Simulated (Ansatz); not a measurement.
Born–Oppenheimer molecular dynamics of BClH$_{4}$N$_{2}$ (8 atoms, charge 0, multiplicity 1). It goes on from the last frame of an earlier run, with new velocities.

Computed with RKS r2SCANh-D4/def2-SVP in Ansatz 0.2.0.

* ensemble: NVT, Nosé–Hoover chain
* time step: 0.5 fs
* steps asked: 150
* set temperature: 200 K
* thermostat: time constant 100 fs, chain length 3 (defaults)
* seed: 672518

First frame:

```xyz
8
Properties=species:S:1:pos:R:3
B -0.118 0.018 -0.022
N 0.018 -0.076 1.489
H -0.617 -0.168 2.229
H 1.028 -0.025 1.813
Cl 1.433 0.474 -0.790
N -1.295 -0.014 -0.749
H -2.209 -0.326 -0.513
H -1.176 0.303 -1.690
```

(1) How far do the bonds stretch over the last three quarters of this one trajectory? (Pairs bonded in most of those frames.)

## Answers

(1) 
| bond | mean (Å) | spread (Å) | shortest | longest |
| --- | --- | --- | --- | --- |
| B1–N2 | 1.420 | 0.047 | 1.33 | 1.50 |
| B1–Cl5 | 1.810 | 0.040 | 1.73 | 1.86 |
| B1–N6 | 1.407 | 0.034 | 1.36 | 1.47 |
| N2–H3 | 1.011 | 0.015 | 0.98 | 1.04 |
| N2–H4 | 1.015 | 0.043 | 0.95 | 1.08 |
| N6–H7 | 1.012 | 0.017 | 0.98 | 1.04 |
| N6–H8 | 1.012 | 0.016 | 0.99 | 1.04 |

Mean temperature of the second half: 365 K. The conserved energy stayed within 0.41 meV per atom of its start (net change -0.075 meV per atom), so the integration is sound. The mean temperature of the second half is 83 % above the set value. A run of 0.075 ps of so small a system gives no equilibrium averages.

Run time: 4.9 min on 2 threads of Arm Neoverse V2, on a shared host, peak memory 0.17 GiB.
